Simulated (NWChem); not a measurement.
Molecule: fluoroethane (C₂H₅F); SMILES CCF

All runs: NWChem. Pople sets run with spherical d functions. Coordinates come from a B3LYP/6-31G* (spherical d) optimisation. Ions are spin-unrestricted doublets at the neutral geometry; other ion states weren't tried. Functional: LC-ωPBE (HJS hole) with 6-31G*; rows give the range parameter ω in 1/bohr.

Problem. At which range parameter does −ε(HOMO) equal the ΔSCF ionisation energy (optimal tuning)?

Solution. about 0.52 per bohr, by linear interpolation in these runs:
```tsv
range parameter (1/bohr)	vertical ionisation energy, ΔSCF (eV)	−ε(HOMO) (eV)	ΔSCF minus −ε(HOMO) (eV)
0.10	11.32	8.64	2.68
0.20	11.53	9.95	1.58
0.30	11.85	11.02	0.83
0.40	12.19	11.85	0.34
0.60	12.72	12.96	-0.24
```
